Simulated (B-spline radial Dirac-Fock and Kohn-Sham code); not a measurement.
# Radiative decay of the 2p3/2 hole in Hg²⁺

System: mercury as Hg²⁺, [Xe] 4f14 5d10.

The computed values come from a radial B-spline solver: independent-particle radiative and Coulomb Auger rates from relativistic LDA hole-state orbitals, with Dirac-Fock energies.

```
 line  multipole  energy (eV)  width (meV)  share (%)
   Lℓ         E1       8713.8         71.2       3.89
L3-M2         E2       8999.2        0.814     0.0444
L3-M3         E2       9430.4        0.736     0.0402
  Lα2         E1       9896.8          147       8.01
  Lα1         E1       9987.5         1290       70.5
  Lβ6         E1      11474.6         17.6      0.961
 Lβ15         E1      11902.2         26.7       1.46
  Lβ2         E1      11921.7          241       13.2
  Lβ7         E1      12157.5         3.68      0.201
L3-N7         E2      12185.7         1.09     0.0595
L3-O4         E1      12276.0         2.97      0.162
  Lβ5         E1      12277.9         26.2       1.43
```

The listed lines hold 100.0 % of the radiative rate. The radiative width is 1.83 eV in the length form and 1.86 eV in the velocity form; the two differ because the transition energies are not eigenvalue differences of the potential that gave the orbitals.
